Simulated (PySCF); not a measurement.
Match the calculated data to a structure.

All candidates are C6H9FO.

* UV, first state: lowest singlet excitation: 6.53 eV (190 nm, f = 0.191) [TDDFT B3LYP/def2-SVPD]
* Triplet: lowest triplet excitation (Tamm–Dancoff): 4.20 eV [TDA B3LYP/def2-SVPD]
* Polarisability: 75.0 au [B3LYP/def2-SVPD]
* Dipole: 0.79 D [B3LYP/def2-SVPD]
* Rotational structure: rotational constants A, B, C: 3.177, 1.693, 1.162 GHz [GFN2-xTB]

The electronic properties come from PySCF, for the isolated species, density fitting. Levels stand in brackets. Geometry: GFN2-xTB, one conformer, isolated molecule.

Question: Which candidate is it?
A. `CCO[C@@H]1C/C1=C/F`
B. `C=C1C[C@@H](O)[C@H](F)C1`
C. `C[C@@H]1C[C@@]1(C)C(=O)F`

Answer: B. It is `C=C1C[C@@H](O)[C@H](F)C1`. Numbering: `[CH2:1]=[C:2]1[CH2:3][C@@H:4]([OH:5])[C@H:6]([F:7])[CH2:8]1`. Its formula, C6H9FO, gives 2 degrees of unsaturation: 1 ring and 1 π bond in the structure found. S1 is mainly HOMO→LUMO (weight 0.85); the largest Löwdin shares of the orbital it empties are 0.38 on the terminal =CH2 carbon, 0.31 on the fully substituted alkene carbon, 0.07 on an allylic carbon and 0.06 on an allylic carbon, of the orbital it fills 0.29 on the fully substituted alkene carbon, 0.24 on the terminal =CH2 carbon, 0.07 on an allylic carbon and 0.06 on a vinylic hydrogen. The optimised geometry has point group C1 and is an asymmetric top.

The others, at the same levels:
- `C[C@@H]1C[C@@]1(C)C(=O)F` fails: its computed lowest singlet excitation is 5.94 eV (209 nm, f = 0.002) (against 6.53 eV), lowest triplet excitation (Tamm–Dancoff) is 5.39 eV (against 4.20 eV) and static isotropic polarisability is 73.3 au (against 75.0 au).
- `CCO[C@@H]1C/C1=C/F` fails: its computed lowest singlet excitation is 5.88 eV (211 nm, f = 0.003) (against 6.53 eV), static isotropic polarisability is 78.4 au (against 75.0 au) and rotational constant A is 2.848 GHz (against 3.177 GHz).

Each candidate is one conformer, not necessarily the lowest. Dipoles, sizes and rotational constants follow the conformer. The torsions of the flexible species, by atom-mapped SMILES:
- `[CH3:1][C@@H:2]1[CH2:3][C@@:4]1([CH3:5])[C:6](=[O:7])[F:8]`: C3–C4–C6–O7 -149°
- `[CH3:1][CH2:2][O:3][C@@H:4]1[CH2:5]/[C:6]1=[CH:7]/[F:8]`: C1–C2–O3–C4 179°, C2–O3–C4–C5 148°

The conformers of `C=C1C[C@@H](O)[C@H](F)C1` aren't listed.
